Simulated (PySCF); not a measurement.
Molfile (atoms numbered from 1):
```
C5H13BFN
     RDKit          3D

 21 21  0  0  0  0  0  0  0  0999 V2000
   -1.0638    1.1914   -0.9706 C   0  0  0  0  0  0  0  0  0  0  0  0
   -0.6986   -0.1238   -0.4196 N   0  0  0  0  0  0  0  0  0  0  0  0
   -1.8569   -1.0217   -0.4781 C   0  0  0  0  0  0  0  0  0  0  0  0
   -0.1138    0.0460    1.1281 B   0  0  0  0  0  0  0  0  0  0  0  0
    1.4347    0.4563    0.8163 C   0  0  0  0  0  0  0  0  0  0  0  0
    1.6991    0.0823   -0.6395 C   0  0  1  0  0  0  0  0  0  0  0  0
    2.7956   -0.7399   -0.8110 F   0  0  0  0  0  0  0  0  0  0  0  0
    0.4693   -0.6826   -1.1278 C   0  0  0  0  0  0  0  0  0  0  0  0
   -0.2224    1.8862   -0.8619 H   0  0  0  0  0  0  0  0  0  0  0  0
   -1.3345    1.1038   -2.0354 H   0  0  0  0  0  0  0  0  0  0  0  0
   -1.9116    1.5911   -0.4015 H   0  0  0  0  0  0  0  0  0  0  0  0
   -1.5739   -1.9964   -0.0635 H   0  0  0  0  0  0  0  0  0  0  0  0
   -2.6622   -0.6004    0.1376 H   0  0  0  0  0  0  0  0  0  0  0  0
   -2.2091   -1.1404   -1.5151 H   0  0  0  0  0  0  0  0  0  0  0  0
   -0.8243    0.8719    1.6886 H   0  0  0  0  0  0  0  0  0  0  0  0
   -0.2323   -1.0738    1.6153 H   0  0  0  0  0  0  0  0  0  0  0  0
    2.1293   -0.1282    1.4383 H   0  0  0  0  0  0  0  0  0  0  0  0
    1.6753    1.5166    0.9917 H   0  0  0  0  0  0  0  0  0  0  0  0
    1.8825    0.9689   -1.2712 H   0  0  0  0  0  0  0  0  0  0  0  0
    0.3193   -0.6627   -2.2201 H   0  0  0  0  0  0  0  0  0  0  0  0
    0.5894   -1.7266   -0.8049 H   0  0  0  0  0  0  0  0  0  0  0  0
  1  2  1  0
  2  3  1  0
  2  4  1  0
  4  5  1  0
  5  6  1  0
  6  7  1  0
  6  8  1  0
  8  2  1  0
  1  9  1  0
  1 10  1  0
  1 11  1  0
  3 12  1  0
  3 13  1  0
  3 14  1  0
  4 15  1  0
  4 16  1  0
  5 17  1  0
  5 18  1  0
  6 19  1  6
  8 20  1  0
  8 21  1  0
M  CHG  2   2   1   4  -1
M  END
```

Geometry: PBE0-D3(BJ)/def2-SVP; GIAO shifts from PySCF, gas phase, non-relativistic, averaged over equivalent atoms.

At HF/pcSseg-1 (201 basis functions, 16 s wall time on 1 thread of an Arm Neoverse V1, shared host):
| atoms | δ (ppm) |
| --- | --- |
| C6 | 83.8 |
| C8 | 61.1 |
| C3 | 47.6 |
| C1 | 44.8 |
| C5 | 16.6 |
| N2 | 42.9 |
| B4 | -2.2 |
| F7 | -166.4 |
| H19 | 4.52 |
| H21 | 2.59 |
| H12/H13/H14 | 2.36 |
| H20 | 2.32 |
| H16 | 2.22 |
| H15 | 2.12 |
| H9/H10/H11 | 2.08 |
| H17 | 1.24 |
| H18 | 1.19 |

References, each an isolated molecule treated in the same way: 13C (190.85 ppm), 1H (31.69 ppm) against TMS; 15N (265.72 ppm) vs NH3; 11B (115.29 ppm) against BF3·OEt2; CFCl3 for 19F (246.35 ppm).

Q: Predict the values at PBE0/pcSseg-1 on the same geometry.

A: 
```csv
atoms,δ at PBE0/pcSseg-1,change
C6,95.4,+11.6
C8,69.2,+8.1
C3,52.7,+5.1
C1,49.8,+5.0
C5,20.4,+3.8
N2,69.2,+26.3
B4,-6.0,-3.8
F7,-200.0,-33.6
H19,5.07,+0.55
H21,2.83,+0.24
H12/H13/H14,2.50,+0.14
H20,2.49,+0.17
H16,2.61,+0.39
H15,2.47,+0.35
H9/H10/H11,2.24,+0.16
H17,1.38,+0.14
H18,1.49,+0.30
```

Shifts are taken against calculated references (same method and geometry level): 13C (σ = 184.41 ppm), 1H (σ = 31.27 ppm) against TMS; NH3 for 15N (σ = 265.67 ppm); 11B (σ = 100.73 ppm) vs BF3·OEt2; 19F (σ = 177.25 ppm) vs CFCl3.

The largest change is at F7 (fluorine on an sp3 carbon). Cost: 201 basis functions, 32 s wall time on 1 thread of an Arm Neoverse V1, shared host. The order of the carbon signals is the same at both levels.

A carbon bonded to boron is broadened by the quadrupolar boron nucleus and is often missing from a measured spectrum. Unscaled 19F shifts against computed CFCl3 carry errors that often reach 10 to 50 ppm. Experimental scales use liquid or dissolved standards, which lie at an offset from isolated NH3 (liquid NH3: subtract about 20 ppm).
